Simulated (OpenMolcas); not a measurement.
Ag2+ with its 6 nearest fluoride ions at 2.255 Å, on the Ca site of CsCaF3 (a = 4.526 Å, distance in the model lattice 2.263 Å). The rest of the host is ab initio model potentials to 7.6 Å, with orthogonalisation functions on the cations behind the ligands, and point charges beyond; the distance is set by hand and nothing relaxes. Ligand basis ANO-RCC-VDZP.
```
Ag    0.0000    0.0000    0.0000
F     2.2550    0.0000    0.0000
F     0.0000    2.2550    0.0000
F    -2.2550    0.0000    0.0000
F     0.0000   -2.2550    0.0000
F     0.0000    0.0000    2.2550
F     0.0000    0.0000   -2.2550
```

* Program: OpenMolcas 26.06
* Method: SS-CASPT2, IPEA 0.25 Eh, imaginary shift 0.1 Eh (closed shells correlated: 4s 4p and the ligand valence shells)
* Basis: ANO-RCC-VTZP [7s6p4d2f1g]
* Scalar Hamiltonian: DKH2, point nucleus
* Active space: 9 electrons in 5 orbitals (4d)
* State averaging: 2S+1 = 2 even, 5 roots
* Spin-orbit coupling: RASSI with atomic mean-field integrals over the reference wave functions

Problem. What is the spin-free ground state (labels of O, the rotations of Oh)?

Solution. 2E, 2-fold in its orbital part, 100 % from free-ion D terms; it has the highest spin that d9 allows.

Problem. Where is the first state of the same spin?

Solution. 2T2 at 10800 cm-1 above the ground state.

Problem. What are the lowest two levels with spin-orbit coupling?

Solution. A 4-fold level Γ8, then a 2-fold level Γ7 9450 cm-1 above it. Their leading multiplicities are 2 (100 %) and 2 (100 %).

Problem. What is χT at 300 K, and how does it compare with the textbook value?

Solution. The lowest level has 2S+1 = 2, for which the spin-only value is χT = S(S+1) / 2 = 0.375 cm3 K/mol (g = 2). The computed 0.609 at 300 K differs by +0.234, through orbital momentum, spin-orbit coupling and any other state in reach.

Problem. Which ligand-field parameters describe the states?

Solution. The gap between the two states is 10Dq = 10810 cm-1. 

Roots that are degenerate in the reference are averaged as groups; the widest CASPT2 spread within a group is 110 cm-1 (the 3-fold group of multiplicity 2 near 10800 cm-1 above the lowest state of its run). Shifts and gaps below about the spread of the groups concerned are not significant. Over all roots computed the reference weight is 0.72 to 0.73; a low but even weight reflects the number of correlated electrons. An orbital doublet at a regular site is open to a Jahn-Teller distortion, which this geometry leaves out. Ligand-to-metal charge-transfer states are missing. With one d shell and no ligand orbital active, 10Dq can be off by a tenth or more. Free-ion shares, where given, are those of the reference states; single-state CASPT2 does not remix them. No measured value stands beside these numbers; the geometry was set by hand and not optimised.
